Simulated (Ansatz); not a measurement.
Computed with Ansatz on PBE0-D4/def2-TZVP structures; ΔE is electronic, products minus reactants. CBS: MP2 limit from def2 TZ/QZ plus the TZ coupled-cluster correction, frozen cores. This one scheme is used for every species. DFT in def2-TZVPP. For Br outer-core shells are correlated without core-valence functions, which leaves a few kJ/mol of doubt a bond. Scalar relativity is left out up to krypton.

Reaction (cleavage of the Si–Si bond): `[SiH3][SiH]1CC1` + HBr → `Br[SiH]1CC1` + SiH₄

Is it downhill or uphill in electronic energy at CCSD(T)/CBS, and by how much? (Best estimate.)

Ansatz gave: Downhill: ΔE = -83.0 kJ/mol.

What do these levels give: ωB97M-V, PBE, MP2/def2-TZVPP, CCSD/def2-TZVPP, HF/def2-QZVPP, HF/CBS(def2)? (Best estimate.)

The calculation gave: ωB97M-V -86.9, PBE -68.6, MP2/def2-TZVPP -87.9, CCSD/def2-TZVPP -81.7, HF/def2-QZVPP -101.9, HF/CBS(def2) -101.9 kJ/mol.

Largest T1 diagnostic among the species: 0.012.

From PBE to PBE0 (25 % exact exchange), in def2-TZVPP and without D4, ΔE moves by −6.0 kJ/mol. In def2-TZVPP, CCSD(T) changes the Hartree–Fock value by +22.7 kJ/mol (the triples alone add +2.8 kJ/mol) and MP2 by +13.7 kJ/mol.
